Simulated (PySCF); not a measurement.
C4H5, SMILES [CH]=CC=C, multiplicity 2. Coordinates come from a B3LYP-D3(BJ)/def2-SVP optimisation. The isomer is the one that the SMILES or the coordinates give; other isomers of the formula were not compared. One conformer was computed; it need not be the lowest.

Computed equilibrium geometry at B3LYP-D3(BJ)/def2-SVP (PySCF confirms it by a frequency run) as a Z-matrix, and its point group (one conformer of several):
point group Cs.
```
C
C 1 1.3420
H 2 1.0926 1 121.47
H 2 1.0946 3 117.18 1 180.00
H 1 1.0957 2 119.70 3 0.00
C 1 1.4680 5 116.47 2 180.00
C 6 1.3236 1 125.14 5 0.00
H 7 1.0909 6 137.79 1 0.00
H 6 1.1007 7 119.01 8 180.00
```
Charge 0, spin multiplicity 2.
